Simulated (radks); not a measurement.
Values are calculated unless marked as measured or tabulated.
Valence configurations of Nd II (all share [Xe]). Code: a radial shooting solver on a logarithmic mesh with Libxc functionals. Model: scalar-relativistic Kohn-Sham, PBE, spin-unpolarised, spherical densities, point nucleus. Energies are relative to 4f4 6s1; eigenvalues in eV.

\begin{tabular}{lrrrrr}
valence & E (eV) & e(4f) & e(5d) & e(6p) & e(6s) \\ \hline
4f4 6s1 & 0.000 & -7.648 & - & - & -8.198 \\
4f4 5d0.5 6s0.5 & 0.490 & -6.740 & -6.696 & - & -7.773 \\
4f4.5 6s0.5 & 0.835 & -4.792 & - & - & -7.519 \\
4f4 5d1 & 1.075 & -5.913 & -6.128 & - & - \\
4f3.5 6s1 6p0.5 & 2.032 & -11.782 & - & -6.034 & -9.261 \\
4f3 5d1 6s1 & 2.303 & -12.964 & -8.572 & - & -8.760 \\
4f3 6s2 & 2.387 & -15.271 & - & - & -9.690 \\
4f5 & 2.566 & -2.990 & - & - & - \\
4f3 6s1 6p1 & 5.879 & -16.397 & - & -6.764 & -10.281 \\
4f2 5d2 6s1 & 9.203 & -19.305 & -9.851 & - & -9.225 \\
\end{tabular}

NIST lists [Xe] 4f4 6s1 as the ground configuration; this level of theory agrees among the configurations tried. The energies are those of spherical spin-averaged densities, not of single terms.
